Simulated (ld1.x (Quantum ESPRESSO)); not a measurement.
**Gd, TM: configuration errors across variants**

gadolinium, norm-conserving Troullier–Martins (Kleinman–Bylander form), made with ld1.x (Quantum ESPRESSO) 7.5 (PBE, non-relativistic). Core [Xe] 4f7, reference 5d1 6s1 6p0 (charge +1). Waves: 6s (bound): rc 3.50 bohr; 6p (bound, empty): rc 3.15 bohr; 5d (bound): rc 2.05 bohr; 5f channel at -0.05 Ry: rc 3.80 bohr. Local part: all-electron potential smoothed inside 2.25 bohr (lloc = -2). Core correction: none.

All-electron excitation energies from the reference (eV): (1) 5d1 6s2 6p0 -6.168; (2) 5d1 6s0 6p0 11.312; (3) 5d1 6s1.5 6p0 -3.693; (4) 5d0 6s2 6p0 0.789; (5) 5d0 6s2 6p1 -3.579; (6) 5d1 6s0 6p1 2.947; (7) 5d1 6s0 6p2 -1.314.

Tests that are not counted but printed errors over 1 eV. “core correction a·sin(br)/r model core inside 2.46 bohr”: 5d0 6s2 6p0 (solver errors, printed error -11.3 eV). “local potential all-electron potential smoothed inside 2.66 bohr (lloc = -2)”: 5d1 6s2 6p0 (pseudo-atom not self-consistent, printed error +6.5 eV); 5d0 6s2 6p1 (solver errors, printed error -18.5 eV).

4 further variants failed, have other tests or another functional or relativity, and are left out.

A true bound ghost makes a file unfit for plane-wave use even where its test errors are small: the radial tests pick states by their node count and pass the ghost by. Where a test does run into it, the solver fails or the error is huge.

Errors AE − PS in meV (a dash: test not solved or not reliable):

```tsv
change	(1)	(2)	(3)	(4)	(5)	(6)	(7)	bound ghosts
base	+10	+192	+6.0	+301	+268	+41	+37	s, p
core correction a·sin(br)/r model core inside 2.46 bohr	-6.9	-9.9	-1.9	–	-125	0.0	+1.1	s, p
local potential all-electron potential smoothed inside 2.66 bohr (lloc = -2)	–	+192	+12	+310	–	+38	+36	s
wave 5f channel at -0.05 Ry: rc 3.80 bohr becomes 5f channel at -0.05 Ry: rc 4.14 bohr	+10	+192	+6.0	+301	+268	+41	+37	s, p
wave 5d (bound): rc 2.05 bohr becomes 5d (bound): rc 2.86 bohr	+10	+192	+6.0	+303	+269	+41	+37	s, p
wave 5f channel at -0.05 Ry: rc 3.80 bohr becomes 5f channel at 0.53 Ry: rc 3.80 bohr	+10	+192	+6.0	+301	+268	+41	+37	s, p
```

(1) Give the same row for: wave 6p (bound): rc 3.15 bohr becomes 6p (bound): rc 1.98 bohr.

Results:

(1) +10, +192, +6.0, +301, +7410, +7516, +10194; bound ghosts: p, s.
